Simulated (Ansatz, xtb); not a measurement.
Pulling on the Mg1–H2 bond in CH4Mg (SMILES [CH3][MgH]) (multiplicity 1 held, fragments rigid). Energies count from the point at 1.704 Å.
Geometry at that point (charge 0, multiplicity 1):
```xyz
6

Mg    -0.7281    -0.3887    -0.1075
H     -2.2191    -1.1847    -0.3276
C      1.0992     0.5868     0.1623
H      1.5719     0.3075     1.1086
H      0.9807     1.6744     0.1704
H      1.8086     0.3464    -0.6351
```

Restricted levels (R-, RO-) in cc, def2 and unpolarised 6-31G sets keep to the state of the molecule at rest. U- levels take the lowest unrestricted solution at each point, which mixes spins at long bonds. Levels need not reach the same state.

Frozen-core correlation.

Codes used: Ansatz (Gaussian orbitals); xtb for the GFN methods. Values without a source in brackets are computed. The GFN methods have no spin term and hold the electronic entropy of 300 K.

**Question.** One of these levels gives 395.4 kJ/mol for the energy at R = 5.454 Å. Name it.
A. GFN2-xTB
B. U-MP2/def2-SVPD
C. R-SCS-MP2/def2-SVPD

**Answer.** C, R-SCS-MP2/def2-SVPD. The others give 320.4 (GFN2-xTB), 275.6 (U-MP2/def2-SVPD)

Doubts at one or more of the structures used: a spin-contaminated determinant (U-MP2/def2-SVPD); a restricted determinant that unrestricted orbitals would lower (R-SCS-MP2/def2-SVPD).

Ansatz is a quantum-chemistry and plane-wave program.
